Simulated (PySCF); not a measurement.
From orbital energies to excitation energies

C7H12BN.
Numbering: `[BH2:1][c:2]1[cH:3][cH:4][cH:5][n:6]1[CH:7]([CH3:8])[CH3:9]` (hydrogens: H10, H11 on B1; H12 on C3; H13 on C4; H14 on C5; H15 on C7; H16, H17, H18 on C8; H19, H20, H21 on C9)

Computed, not measured: TDDFT PBE0/def2-SVPD, vertical, gas phase, core orbitals frozen in the response (PySCF). Geometry: PBE0-D3(BJ)/def2-SVP, one conformer, isolated molecule. Torsions of this conformer, `[BH2:1][c:2]1[cH:3][cH:4][cH:5][n:6]1[CH:7]([CH3:8])[CH3:9]`: C5–N6–C7–C8 62°.

Orbital energies (eV): HOMO-3 -9.60, HOMO-2 -8.83, HOMO-1 -7.13, HOMO -6.67, LUMO -1.45, LUMO+1 0.53, LUMO+2 1.19.

Q: Among the lowest singlets, which states do these configurations lead, and at what energies: HOMO→LUMO+2, HOMO-1→LUMO+1, HOMO→LUMO+1, HOMO-3→LUMO, HOMO-2→LUMO?

A: 

```
state  leading configuration  weight  Δε (eV)  E (eV)  E − Δε (eV)       f  other configurations
   S3            HOMO-2→LUMO    0.98     7.38    5.71        -1.67  0.0000                     –
   S4            HOMO→LUMO+1    0.96     7.20    6.28        -0.93  0.0004                     –
   S5            HOMO-3→LUMO    0.95     8.15    6.40        -1.75  0.0051                     –
   S6          HOMO-1→LUMO+1    0.94     7.66    6.72        -0.94  0.0021                     –
   S7            HOMO→LUMO+2    0.87     7.87    6.90        -0.97   0.022                     –
```

E − Δε runs from -1.75 to -0.93 eV. By orbital difference alone the order would be S4, S3, S6, S7, S5. Δε is the difference of the two orbital energies.

H and L stand for HOMO and LUMO. The other states: S1 4.69 eV, f 0.190, H→L (52%), H-1→L (45%); S2 4.83 eV, f 0.170, H-1→L (53%), H→L (45%); S8 6.98 eV, f 0.054, H→L+3 (67%), H-1→L+3 (12%); S9 7.07 eV, f 0.0000, H→L+4 (91%); S10 7.18 eV, f 0.0007, H-4→L (94%).

Q: Pair triplets and singlets of the same leading configuration (75% or more in both) and give the splittings.

A: 

```json
{"configuration": "HOMO-2→LUMO", "triplet": "T3", "E(T) (eV)": "5.15", "singlet": "S3", "E(S) (eV)": "5.71", "E(S) − E(T) (eV)": "+0.56"}
```

The 4 triplets are Tamm–Dancoff values, the singlets full response.

Summed over the main configurations (up to three a state, each over 8%) of all 10 singlets, the electron leaves HOMO with weight 4.39, HOMO-1 with weight 2.04, HOMO-2 with weight 0.98 and HOMO-3 with weight 0.95.

The vertical ionisation energy (ΔSCF) is 8.44 eV, 1.26 eV above S10.
